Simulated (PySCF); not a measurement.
Gas-phase reaction: GeH2Cl2 + 2 GeH3Cl = Ge3H8 + 4 Cl

Computed with PySCF and rigid-rotor harmonic-oscillator thermochemistry at 1 bar. † marks an energy on the PBE0/def2-TZVP geometry and frequencies; other levels use their own. CCSD(T) freezes the core. 6-31G* has spherical d functions here. Open shells (unrestricted): Cl (multiplicity 2); the rest are closed-shell singlets. Spin-orbit splitting is ignored; it lowers the true energy and changes the entropy of Cl. B3LYP is the form with VWN-RPA correlation. Ge: all electrons, no relativistic terms. CCSD(T) isn't extrapolated to the basis-set limit.

| level | ΔH°(298 K), kJ |
|---|---|
| B3LYP/def2-TZVP† | 1003 |
| CCSD(T)/def2-SVP† | ___ |
| HF/6-31G* | 730 |
| HF/def2-TZVP† | 793 |
| M06-2X/def2-TZVP† | 1096 |
| PBE/def2-SVP | 1051 |
| PBE/def2-TZVP† | ___ |
| PBE0/def2-TZVP | ___ |
| r2SCAN/def2-TZVP† | ___ |
| ωB97M-V/def2-TZVP† | 1062 |
| ωB97X-V/def2-TZVP† | 1053 |

Complete the blanks.


- CCSD(T)/def2-SVP†, ΔH°(298 K), kJ: 932
- PBE/def2-TZVP†, ΔH°(298 K), kJ: 1059
- PBE0/def2-TZVP, ΔH°(298 K), kJ: 1041
- r2SCAN/def2-TZVP†, ΔH°(298 K), kJ: 1054
